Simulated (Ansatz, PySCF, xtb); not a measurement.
Breaking a bond: MgH, doublet.

Methods: UKS-B3LYP/6-31G* = unrestricted B3LYP/6-31G*, spherical d (PySCF); GFN1-xTB (xtb); ROCCSD(T) = CCSD(T) on ROHF/def2-TZVP, frozen core run with Ansatz (a program for electronic structure); UKS-PBE = unrestricted PBE/def2-TZVP (Ansatz).

Energies are in kJ/mol, each relative to the lowest point of its own curve near equilibrium.

```json
[
 {"R / Å": "1.31", "UKS-B3LYP/6-31G*": "132.0", "GFN1-xTB": "111.8", "ROCCSD(T)": "128.0", "UKS-PBE": "129.0"},
 {"R / Å": "1.40", "UKS-B3LYP/6-31G*": "73.7", "GFN1-xTB": "62.6", "ROCCSD(T)": "69.8", "UKS-PBE": "71.9"},
 {"R / Å": "1.48", "UKS-B3LYP/6-31G*": "39.5", "GFN1-xTB": "35.8", "ROCCSD(T)": "36.2", "UKS-PBE": "38.5"},
 {"R / Å": "1.57", "UKS-B3LYP/6-31G*": "15.8", "GFN1-xTB": "17.4", "ROCCSD(T)": "13.5", "UKS-PBE": "15.4"},
 {"R / Å": "1.66", "UKS-B3LYP/6-31G*": "3.7", "GFN1-xTB": "6.9", "ROCCSD(T)": "2.6", "UKS-PBE": "3.6"},
 {"R / Å": "1.68", "UKS-B3LYP/6-31G*": "2.2", "GFN1-xTB": "5.3", "ROCCSD(T)": "1.4", "UKS-PBE": "2.2"},
 {"R / Å": "1.74", "UKS-B3LYP/6-31G*": "0.0", "GFN1-xTB": "1.9", "ROCCSD(T)": "0.0", "UKS-PBE": "0.0"},
 {"R / Å": "1.79", "UKS-B3LYP/6-31G*": "0.3", "GFN1-xTB": "0.4", "ROCCSD(T)": "1.0", "UKS-PBE": "___"},
 {"R / Å": "1.85", "UKS-B3LYP/6-31G*": "2.7", "GFN1-xTB": "0.0", "ROCCSD(T)": "___", "UKS-PBE": "2.5"},
 {"R / Å": "1.90", "UKS-B3LYP/6-31G*": "6.0", "GFN1-xTB": "0.7", "ROCCSD(T)": "___", "UKS-PBE": "5.7"},
 {"R / Å": "2.00", "UKS-B3LYP/6-31G*": "15.4", "GFN1-xTB": "4.3", "ROCCSD(T)": "___", "UKS-PBE": "14.6"},
 {"R / Å": "2.17", "UKS-B3LYP/6-31G*": "36.0", "GFN1-xTB": "___", "ROCCSD(T)": "41.3", "UKS-PBE": "34.3"},
 {"R / Å": "2.36", "UKS-B3LYP/6-31G*": "60.4", "GFN1-xTB": "31.3", "ROCCSD(T)": "67.3", "UKS-PBE": "58.1"},
 {"R / Å": "2.61", "UKS-B3LYP/6-31G*": "88.0", "GFN1-xTB": "___", "ROCCSD(T)": "94.3", "UKS-PBE": "85.8"},
 {"R / Å": "2.87", "UKS-B3LYP/6-31G*": "108.5", "GFN1-xTB": "80.5", "ROCCSD(T)": "110.5", "UKS-PBE": "107.1"},
 {"R / Å": "3.16", "UKS-B3LYP/6-31G*": "122.5", "GFN1-xTB": "106.8", "ROCCSD(T)": "117.7", "UKS-PBE": "121.8"},
 {"R / Å": "3.47", "UKS-B3LYP/6-31G*": "130.6", "GFN1-xTB": "129.8", "ROCCSD(T)": "119.7", "UKS-PBE": "129.6"},
 {"R / Å": "3.82", "UKS-B3LYP/6-31G*": "134.7", "GFN1-xTB": "148.6", "ROCCSD(T)": "120.1", "UKS-PBE": "132.4"},
 {"R / Å": "4.26", "UKS-B3LYP/6-31G*": "136.6", "GFN1-xTB": "—", "ROCCSD(T)": "120.0", "UKS-PBE": "133.2"},
 {"R / Å": "4.69", "UKS-B3LYP/6-31G*": "137.3", "GFN1-xTB": "—", "ROCCSD(T)": "119.9", "UKS-PBE": "133.4"},
 {"R / Å": "5.25", "UKS-B3LYP/6-31G*": "137.7", "GFN1-xTB": "—", "ROCCSD(T)": "119.9", "UKS-PBE": "133.6"},
 {"R / Å": "6.08", "UKS-B3LYP/6-31G*": "138.0", "GFN1-xTB": "—", "ROCCSD(T)": "119.9", "UKS-PBE": "133.7"},
 {"R / Å": "6.94", "UKS-B3LYP/6-31G*": "138.1", "GFN1-xTB": "—", "ROCCSD(T)": "119.9", "UKS-PBE": "133.8"}
]
```

**Question.** Complete the blanks.

**Answer.** 
- 1.79, UKS-PBE: 0.2
- 1.85, ROCCSD(T): 4.2
- 1.90, ROCCSD(T): 8.2
- 2.00, ROCCSD(T): 18.8
- 2.17, GFN1-xTB: 15.3
- 2.61, GFN1-xTB: 55.0

A dash means that the run gave no value there, or that the column was ended at a point which the program doubted or which failed a test of continuity chosen for this set; such a test can also cut sound points.

The T1 diagnostic of CCSD on the restricted reference of ROCCSD(T) exceeds 0.045 at 2.00 to 3.16 Å.
